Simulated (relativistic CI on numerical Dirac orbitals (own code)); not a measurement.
**Co+: M2,3 absorption edge**

Computed with this model: Dirac-Coulomb-Breit CI, orbitals from a KLI potential per configuration, a model potential for QED, valence Slater integrals scaled by 0.8, multiplet model of core-to-valence dipole absorption; configurations [Ar] 3d8 → [Ne] 3s2 3p5 3d9; 300 K; Lorentzian 1.2 eV and Gaussian 0.3 eV FWHM. Energies are those of the free ion, without screening or charge transfer. The branching ratio is the share of the lower-energy edge in the whole absorption, uncertain by about 0.02 where the edges overlap. S is read from ⟨S²⟩ = S(S + 1).

Field parameters in Wybourne normalisation: Oh B⁴₀ = 21Dq, B⁴₄ = √(5/14) B⁴₀. The field is a parameter set, without covalency.

Peaks in eV (height, largest 100): 62.8 (84), 66.8 (100).

(1) Which surroundings give this spectrum?
A. free ion
B. Oh, 10Dq = 2400 cm⁻¹
C. Oh, 10Dq = 11350 cm⁻¹
D. Oh, 10Dq = 5350 cm⁻¹

Results:

(1) C. Oh, 10Dq = 11350 cm⁻¹, where the ground state has S = 1.00.
